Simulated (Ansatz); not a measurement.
The cluster Cu₂Se was relaxed with PBE0-D4 (def2-TZVP) in Ansatz in these states: neutral quintet, neutral singlet, neutral triplet. The geometries follow in no particular order.

A:

```tsv
atom	x (Å)	y (Å)	z (Å)
Cu1	-1.0764	-0.0350	0.9247
Cu2	-0.2042	-0.3036	-1.3715
Se3	1.2806	0.3386	0.4468
```

B:

```xyz
3

Cu    0.736   -0.260   -1.136
Cu    0.271    1.087    0.802
Se   -1.007   -0.827    0.334
```

C:

| atom | x (Å) | y (Å) | z (Å) |
| --- | --- | --- | --- |
| Cu1 | -0.068 | 0.098 | -1.435 |
| Cu2 | 0.276 | -1.126 | 0.855 |
| Se3 | -0.208 | 1.028 | 0.581 |

Judge from the bond lengths which geometry belongs to which state (an estimate).

A is the neutral quintet (Cu1–Cu2 2.471 Å, Cu2–Se3 2.434 Å, Cu1–Se3 2.434 Å); B is the neutral triplet (Cu1–Cu2 2.405 Å, Cu2–Se3 2.349 Å, Cu1–Se3 2.349 Å); C is the neutral singlet (Cu1–Cu2 2.620 Å, Cu2–Se3 2.225 Å, Cu1–Se3 2.225 Å).
